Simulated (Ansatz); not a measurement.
Gas-phase electronic energies from Ansatz, PBE0-D4/def2-TZVP geometries. CBS: MP2 limit from def2 TZ/QZ plus the TZ coupled-cluster correction, frozen cores. Functionals use def2-TZVPP. B3LYP here is the variant with VWN-RPA as its local correlation; programs differ in this. For Br, Se outer-core shells are correlated without core-valence functions, which leaves a few kJ/mol of doubt a bond. Scalar relativity is left out up to krypton. Each species was taken in one conformer, which may not be the lowest.

Consider the substitution at a C–B bond: `CB(N)C=[Se]` + HBr → `[Se]=CBr` + `CBN`.

| level | ΔE (eV) |
| --- | --- |
| PBE-D4 | 0.48 |
| B3LYP-D4 | 0.55 |
| ωB97X-V | 0.61 |
| r2SCAN | 0.51 |
| HF/def2-TZVPP | 0.68 |
| SCS-MP2/def2-TZVPP | 0.57 |
| CCSD/def2-TZVPP | 0.67 |
| SCS-MP2/def2-QZVPP | 0.57 |

(1) What does CCSD(T)/CBS give? (Estimate.)

Largest T1 diagnostic among the species: 0.014.

## Answers

(1) The calculation gave: +0.64 eV. The listed levels differ from it by -0.16, -0.09, -0.03, -0.13, 0.04, -0.07, 0.03, -0.07 eV.

From PBE to PBE0 (25 % exact exchange), in def2-TZVPP and without D4, ΔE moves by +0.10 eV. In def2-TZVPP, CCSD(T) changes the Hartree–Fock value by −0.04 eV (the triples alone add −0.03 eV) and MP2 by −0.11 eV. The D4 term adds +0.06 eV with B3LYP and +0.04 eV with PBE0; it sums over pairs of atoms, weighted by their polarisabilities, and B3LYP, whose exchange is more repulsive, gets the larger term.
